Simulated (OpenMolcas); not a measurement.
**5d⁶ along the 74-electron sequence**

```yaml
Program: OpenMolcas 26.06
Method: SS-CASPT2, IPEA 0.25 Eh, imaginary shift 0.1 Eh
Basis: ANO-RCC-VQZP
Scalar_Hamiltonian: DKH2, point nucleus
Spin-orbit_coupling: state interaction with AMFI integrals over the reference wave functions, term energies averaged over their components
```

Active space for each ion: 6 electrons in 5 orbitals (5d); closed shells correlated by CASPT2: 5s 5p.

Computed levels in cm-1 above ⁵D₄:

```
                               Level   Ir3+   Pt4+   Au5+
                                 ⁵D₃   6090   7680   9530
                                 ⁵D₁   9020  11050  13330
                                 ⁵D₀   9220  11090  13070
                                 ³G₅  19120  21730  24470
                                 ³H₆  19530  22200  25040
                              ³F₂(1)  23460  26780  30260
                              ¹S₀(1)  26610  31080  35720
                                 ³D₁  28240  32580  36980
                                 ³D₂  29260  33690  38200
weight of ⁵D in the lowest level (%)     82     79     76
```

Mixed levels, with the weight of the term that names them: Ir3+ ³G₅ (51 %), Ir3+ ³F₂(1) (71 %), Ir3+ ¹S₀(1) (60 %), Ir3+ ³D₁ (74 %), Ir3+ ³D₂ (67 %), Pt4+ ⁵D₀ (73 %), Pt4+ ³G₅ (52 %), Pt4+ ³F₂(1) (67 %), Pt4+ ¹S₀(1) (59 %), Pt4+ ³D₁ (73 %), Pt4+ ³D₂ (65 %), Au5+ ⁵D₀ (69 %), Au5+ ³G₅ (53 %), Au5+ ³F₂(1) (61 %), Au5+ ¹S₀(1) (59 %), Au5+ ³D₁ (72 %), Au5+ ³D₂ (62 %).

The fine-structure level ⁵D₀ changes by a factor of 1.42 from Ir3+ to Au5+. Its fourth root runs 9.80, 10.26, 10.69, with steps per unit of Z of 0.46, 0.43; equal steps would mean a (Z - σ)^4 law with constant σ.

³G₅ changes by a factor of 1.28 over the same range, with steps per unit of Z of +2610, +2740 cm-1.

CASPT2 breaks the degeneracy within a term, and the mean is taken; among the terms shown or strongly mixed into the levels shown the widest spread is 110 cm-1 (5d⁶ ³F(1), Ir3+). Levels of configurations outside the active space are missing.

A number in round brackets counts repeated terms of one configuration in the order of the reference energies.
